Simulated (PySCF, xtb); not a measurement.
HS₂, SMILES [S]S (connectivity only; charge and spin as stated), charge -1, multiplicity 1.

xtb 6.7.1 with GFN2-xTB at its own geometry gives an orbital gap of 2.43 eV.

Geometry: B3LYP-D3(BJ)/def2-TZVPD. The spin state was assumed, not searched. The isomer is the one that the SMILES or the coordinates give; other isomers of the formula were not compared.

Problem. What does CAM-B3LYP/def2-TZVPD (PySCF) give? (Estimate from the structure and the level; the computed values follow.)

Solution. gap 5.05 eV (levels -1.17 and 3.88 eV).
